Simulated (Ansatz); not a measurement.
Harmonic frequencies (cm⁻¹) at PBE0-D4/def2-TZVP from Ansatz: 8, 196, 202, 326, 343, 374, 378, 442, 577, 638, 744, 746, 868, 932, 995, 996, 1048, 1252, 1256, 1364, 1402, 1422, 1468, 1496, 1497, 1634, 1640, 3033, 3038, 3068, 3106, 3112, 3638, 3640, 3738, 3739.

Each molecule was computed in one conformer, which needn't be the lowest.

(1) Which molecule is it?
A. `CCB(F)S`
B. `CCB(N)N`
C. `CN(C)BN`
D. `BO[Si](O)(O)O`

Answers

(1) B.
